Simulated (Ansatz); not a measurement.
Born–Oppenheimer molecular dynamics of ClF4HW (7 atoms, charge 0, multiplicity 1). It starts from a relaxed structure.

All numbers below come from RKS PBE/def2-SVP (Ansatz).

```yaml
ensemble: NVT, Nosé–Hoover chain
time_step: 0.5 fs
steps_asked: 100
set_temperature: 100 K
thermostat: time constant 20 fs, chain length 5
seed: 541747
```

First frame:

```xyz
7
Properties=species:S:1:pos:R:3
W 0.000 0.124 0.116
Cl 0.000 -0.416 2.329
F 1.854 0.107 0.203
F 0.000 1.942 -0.435
F -1.854 0.107 0.203
H 0.000 -1.584 -0.128
F 0.000 -0.150 -1.748
```

Question: How far do the bonds stretch over the last three quarters of this one trajectory? (Pairs bonded in most of those frames.)

Answer: 
```json
{"bond": "W1–Cl2", "mean (Å)": "2.268", "spread (Å)": "0.013", "shortest": "2.26", "longest": "2.29"}
{"bond": "W1–F3", "mean (Å)": "1.863", "spread (Å)": "0.008", "shortest": "1.85", "longest": "1.87"}
{"bond": "W1–F4", "mean (Å)": "1.900", "spread (Å)": "0.005", "shortest": "1.89", "longest": "1.91"}
{"bond": "W1–F5", "mean (Å)": "1.854", "spread (Å)": "0.013", "shortest": "1.84", "longest": "1.88"}
{"bond": "W1–H6", "mean (Å)": "1.729", "spread (Å)": "0.033", "shortest": "1.68", "longest": "1.78"}
{"bond": "W1–F7", "mean (Å)": "1.881", "spread (Å)": "0.015", "shortest": "1.86", "longest": "1.91"}
```

Mean temperature of the second half: 97 K. The conserved energy stayed within 0.03 meV per atom of its start (net change 0.0044 meV per atom), so the integration is sound. A run of 0.05 ps of so small a system gives no equilibrium averages.

Run time: 110 s on 2 threads of AMD EPYC 9R45 96-Core Processor (Zen 5), on a shared host, peak memory 0.17 GiB.
